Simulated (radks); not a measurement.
Excited configurations of Al VII: one electron is placed in a higher orbital outside [He] 2s2 2p2. The ground configuration is [He] 2s2 2p3. Method: non-relativistic Kohn-Sham, r2SCAN, spin-polarised, spherical densities, point nucleus; open shells are filled with parallel spins first; meta-GGA in the generalised Kohn-Sham scheme; computed with a radial shooting solver on a logarithmic mesh with Libxc functionals. Excitation = E - E(ground); binding = E(ion) - E, where the ion is the core of charge +7; n* = 7/sqrt(2 binding) in atomic units, and the quantum defect is n - n*.

| outer orbital | excitation (eV) | binding (eV) | quantum defect | eigenvalue (eV) | <r> (bohr) |
|---|---|---|---|---|---|
| 3s | 145.46 | 99.051 | 0.406 | -93.490 | 1.462 |
| 4d | 200.69 | 43.817 | 0.099 | -40.672 | 2.818 |
| 4f | 203.33 | 41.179 | -0.024 | -37.724 | 2.576 |
| 5f | 217.88 | 26.629 | -0.004 | -24.755 | 4.489 |
| 6s | 223.09 | 21.422 | 0.421 | -20.274 | 6.705 |
| 6p | 224.09 | 20.414 | 0.285 | -19.284 | 6.897 |
| 6d | 225.16 | 19.350 | 0.130 | -18.168 | 6.978 |
| 6f | 225.93 | 18.576 | 0.009 | -17.387 | 6.835 |
| 7p | 229.68 | 14.829 | 0.295 | -14.021 | 9.558 |
| 7f | 230.82 | 13.684 | 0.020 | -12.858 | 9.613 |

The Delta-SCF ionisation energy is 244.51 eV (NIST Atomic Spectra Database: 241.8 eV, semi-empirical). Self-interaction in the functional shifts the binding energies and quantum defects, so they are the method's values and not measured ones. Open shells are spherical and high-spin; term and fine-structure splittings are not resolved.
